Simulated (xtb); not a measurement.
C6H15Sb (SMILES C[CH2][Sb]([CH2]C)[CH2]C), singlet, geometry from GFN2-xTB. Base run: GFN2-xTB (xtb 6.7.1).

Input for xtb:
```
$ xtb mol.xyz --gfn 2 --json

# file mol.xyz
22

Sb     0.10725866    -0.11992586     0.76648752
C      1.54951980     1.07996593    -0.40079395
C      1.00271374     1.77588551    -1.62910883
H      2.35757154     0.40144392    -0.67203637
H      1.95854869     1.81702031     0.28963567
H      0.20323341     2.46435250    -1.36330783
H      0.61710146     1.06069098    -2.35216813
H      1.79135588     2.35067076    -2.11630374
C     -1.70727896     0.29572666    -0.39706196
C     -2.46373290     1.49753350     0.13356073
H     -2.32837749    -0.59713445    -0.33110177
H     -1.43650173     0.44852646    -1.43899622
H     -1.84866152     2.39467661     0.09127606
H     -2.76177569     1.34168515     1.16895600
H     -3.36318921     1.67643585    -0.45586106
C      0.53808374    -2.02815977    -0.24125513
C      0.50131655    -1.98731332    -1.75422246
H     -0.18763673    -2.74775464     0.13627530
H      1.52224383    -2.34231202     0.10512045
H      1.23479501    -1.28420270    -2.14251806
H     -0.48445736    -1.69856902    -2.11212692
H      0.73182667    -2.97114164    -2.16441740
```

Each row names what was changed in the base input (with any setting that the change needs).

| change | ΔE vs base (kcal/mol) | HOMO-LUMO gap (eV) | dipole (D) | G_solv (kcal/mol) | SCF cycles |
|---|---|---|---|---|---|
| base | 0.000 | 4.67 | 0.64 | - | 12 |
| alpb = acetonitrile | … | 4.67 | … | … | 12 |
| acc = 30 | 0.000 | 4.67 | 0.64 | - | 9 |
| acc = 1000 | 0.001 | 4.67 | 0.65 | - | 7 |
| etemp = 5000 | -0.274 | 4.67 | 0.66 | - | 12 |
| alpb = benzene | … | 4.67 | … | … | 12 |
| etemp = 1000 | 0.000 | 4.67 | 0.64 | - | 12 |

Task: Some entries are withheld; supply them.

Result: 
- alpb = acetonitrile, ΔE vs base (kcal/mol): -5.53
- alpb = acetonitrile, dipole (D): 0.59
- alpb = acetonitrile, G_solv (kcal/mol): -5.55
- alpb = benzene, ΔE vs base (kcal/mol): -7.04
- alpb = benzene, dipole (D): 0.58
- alpb = benzene, G_solv (kcal/mol): -7.04

ALPB and GBSA are two models with their own fitted parameters for each solvent, which aren't always the measured dielectric constant.
